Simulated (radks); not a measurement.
Values are calculated unless marked as measured or tabulated.
Species: Ru4+. Configuration: [Kr] 4d4. Code: a radial shooting solver on a logarithmic mesh with Libxc functionals. Model: Dirac Kohn-Sham, BLYP, spin-unpolarised, spherical densities, point nucleus; open shells fill j = l - 1/2 first.

Spin-orbit splittings of the eigenvalues, e(l+1/2) - e(l-1/2), with zeta = 2 splitting/(2l+1) and mean radii in bohr:

| shell | occ. | splitting (eV) | zeta (eV) | <r> j=l-1/2 | <r> j=l+1/2 |
|---|---|---|---|---|---|
| 2p | 6 | 131.0 | 87.33 | 0.1236 | 0.1284 |
| 3p | 6 | 22.24 | 14.83 | 0.3956 | 0.4063 |
| 3d | 10 | 4.337 | 1.735 | 0.3819 | 0.3854 |
| 4p | 6 | ? | ? | 1.077 | 1.104 |
| 4d | 4 | 0.4575 | 0.1830 | 1.370 | 1.381 |

Estimate the 4p splitting.

Answer. 3.606 eV (zeta = 2.404 eV).
